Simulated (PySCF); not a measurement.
**Working out the ionisation energy of Ir**

Ir [Xe] 4f14 5d7 6s2 (4F) → Ir⁺ [Xe] 4f14 5d7 6s1 (5F). Computed with PySCF 2.14 in def2-SVP with the def2 core potential (60 electrons) (6s3p2d1f, 32 functions), with a scalar-relativistic core potential. Frozen: 5s2 5p6. Energies in hartree (1 hartree = 27.21139 eV):

```csv
part,Ir (lower),Ir⁺ (upper)
UHF,-103.438515,-103.179921
MP2 opposite-spin,-0.101708,-0.063256
MP2 same-spin,-0.059319,-0.053539
```

What does Hartree-Fock give?

(-103.179921) − (-103.438515) = 0.258594 hartree = 7.037 eV.

What do MP2 and SCS-MP2 (6/5 opposite-spin, 1/3 same-spin) give?

The opposite-spin parts differ by 1.046 eV and the same-spin parts by 0.157 eV. MP2: 7.037 + (1.046) + (0.157) = 8.240 eV. SCS-MP2: 7.037 + 1.2 × (1.046) + (0.157)/3 = 8.345 eV.

Measured between the centres of the two terms (NIST): 8.926 eV, so MP2 (valence) is off by -0.686 eV.

A double-zeta basis recovers only part of the correlation energy.

What remains against the reference includes basis incompleteness, the frozen core and correlation beyond second order.
